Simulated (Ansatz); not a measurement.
`[OH][SbH2]` + `NC=O` → `O=C[NH][SbH2]` + H₂O at 298.15 K and 1 bar (ligand exchange at the Sb–O bond).

Gas-phase electronic energies from Ansatz, PBE0-D4/def2-TZVP geometries. CCSD(T)/CBS is the MP2 limit (def2-TZVPP, def2-QZVPP) plus CCSD(T) − MP2 in def2-TZVPP, frozen cores. This one scheme is used for every species. Elements past krypton have def2 core potentials. For Sb outer-core shells are correlated without core-valence functions, which leaves a few kJ/mol of doubt a bond. Each species was taken in one conformer, which may not be the lowest.

```json
{"species": "`[OH][SbH2]`", "CCSD(T)/CBS energy (Eh)": "-316.98030", "H − E (kJ/mol)": "82.9", "S (J/(mol·K))": "277.2"}
{"species": "`NC=O`", "CCSD(T)/CBS energy (Eh)": "-169.73435", "H − E (kJ/mol)": "132.2", "S (J/(mol·K))": "256.9"}
{"species": "`O=C[NH][SbH2]`", "CCSD(T)/CBS energy (Eh)": "-410.33905", "H − E (kJ/mol)": "146.9", "S (J/(mol·K))": "325.1"}
{"species": "H₂O", "CCSD(T)/CBS energy (Eh)": "-76.37941", "H − E (kJ/mol)": "66.4", "S (J/(mol·K))": "188.7"}
```

H − E and S are ideal-gas, rigid-rotor, harmonic terms from PBE0-D4/def2-TZVP, for one conformer and one mirror image of each species. 1 Eh = 2625.50 kJ/mol, R = 8.31446 J/(mol·K).

Question: By hand: ΔE, ΔH, ΔS and ΔG.

Answer: ΔE = (-410.33905) + (-76.37941) − (-316.98030) − (-169.73435) = -0.00381 Eh = -10.0 kJ/mol. Δ(H − E) = 146.9 + 66.4 − 82.9 − 132.2 = -1.8, so ΔH = -11.8 kJ/mol. ΔS = 325.1 + 188.7 − 277.2 − 256.9 = -20.3 J/(mol·K). ΔG = -11.8 − 298.15 × (-20.3)/1000 = -5.7 kJ/mol.

Question: By hand: the equilibrium constant, and the temperature at which ΔG would vanish if ΔH and ΔS stayed fixed.

Answer: log₁₀ K = −ΔG/(RT ln 10) = 1.0. ΔG = 0 at ΔH/ΔS = 581 K.

TΔS isn't small against ΔH here. The sign of ΔG lies within the doubt. A doubt of 5 kJ/mol in ΔE shifts log₁₀ K by 0.9 here. Other conformers and mirror images would add mixing entropy, several J/(mol·K) or more a flexible species. These are equilibria of isolated gas molecules and say nothing of rates. Largest T1 diagnostic: 0.017 (customary marks: 0.02 for closed shells, 0.045 for open ones).
